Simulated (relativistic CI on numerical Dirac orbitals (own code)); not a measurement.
Slater and spin-orbit integrals, Ba⁵⁴⁺

These numbers are calculated, not measured: Dirac-Coulomb-Breit CI, separate exchange-only KLI orbitals for each configuration, model QED (radiative potential, 1s self-energy scaled to tabulated hydrogen-like ionisation energies), unscaled Slater integrals (own radial code, finite nucleus).

Slater integrals F^k, G^k are unscaled and averaged over j, outside the closed core (none); ζ comes from projecting the Hamiltonian with its Breit term on Σ l·s of the shell.

- 1s 2s: G^0(1s,2s) = 313330 cm⁻¹; <r>(1s) = 0.02527, <r^2>(1s) = 0.0008651, <r>(2s) = 0.1016, <r^2>(2s) = 0.01217 (bohr units).
- 1s 2p: G^1(1s,2p) = 597850, ζ(2p) = 2.5056e+06 cm⁻¹; <r>(1s) = 0.02527, <r^2>(1s) = 0.0008651, <r>(2p) = 0.08741, <r^2>(2p) = 0.009242 (bohr units).
- 1s 3s: G^0(1s,3s) = 81753 cm⁻¹; <r>(1s) = 0.02525, <r^2>(1s) = 0.0008635, <r>(3s) = 0.2328, <r^2>(3s) = 0.06186 (bohr units).

Averages of the first 10 configurations, taken without configuration mixing, which lowers the lowest level and can move excited configurations by several eV; other configurations of the list can lie among them:

```json
{"Configuration": "1s2", "Parity": "even", "States": "1", "Average energy above the lowest level (eV)": "0.2"}
{"Configuration": "1s 2s", "Parity": "even", "States": "4", "Average energy above the lowest level (eV)": "32542.1"}
{"Configuration": "1s 2p", "Parity": "odd", "States": "12", "Average energy above the lowest level (eV)": "32913.9"}
{"Configuration": "1s 3s", "Parity": "even", "States": "4", "Average energy above the lowest level (eV)": "38685.9"}
{"Configuration": "1s 3p", "Parity": "odd", "States": "12", "Average energy above the lowest level (eV)": "38795.1"}
{"Configuration": "1s 3d", "Parity": "even", "States": "20", "Average energy above the lowest level (eV)": "38871.9"}
{"Configuration": "1s 4s", "Parity": "even", "States": "4", "Average energy above the lowest level (eV)": "40809.8"}
{"Configuration": "1s 4p", "Parity": "odd", "States": "12", "Average energy above the lowest level (eV)": "40855.4"}
{"Configuration": "1s 4d", "Parity": "even", "States": "20", "Average energy above the lowest level (eV)": "40887.8"}
{"Configuration": "1s 4f", "Parity": "odd", "States": "28", "Average energy above the lowest level (eV)": "40900.0"}
```
